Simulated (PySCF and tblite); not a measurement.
C₅H₃FN₂O, numbered as in [O:1]=[CH:2][c:3]1[n:4][cH:5][cH:6][c:7]([F:8])[n:9]1.

Geometries GFN2-xTB; weights from PBE0-D3(BJ)/def2-SVP (IEF-PCM, dichloromethane) energies and GFN2-xTB thermal corrections, with symmetry numbers and mirror pairs. Conformers within 2.5 kcal/mol (GFN2-xTB free energy) were kept, 2 at most. Couplings: B3LYP/6-31G* with pcJ-1 on H, F (gas phase; spin-dipole term only for pairs with B, N, F, Si or P). Couplings are for ¹⁹F, ¹H. H–H couplings come out 0.1 to 0.9 Hz lower than with pcJ-1 on all atoms. Run with PySCF (density fitting) and tblite.

Torsions listed: O1–C2–C3–N4.

```
conformer  shape  weight %
        1   180°      61.6
        2     0°      38.4
```

(1) Give the couplings in each conformer and the averages at 298.15 K (pairs that fast motion interchanges averaged).

Computed couplings to fluorine can be off by tens of per cent at such levels.

## Answers

(1) 
| coupling | pairs | 1 | 2 | average (Hz) |
| --- | --- | --- | --- | --- |
| ³J(H6,F8) | 1 | -5.2 | -4.5 | -4.9 |
| ³J(H5,H6) | 1 | 5.9 | 5.8 | 5.9 |


Conformer gaps in def2-SVP on xTB geometries can be 2 kcal/mol too large for S=O, P=O and other polar bonds.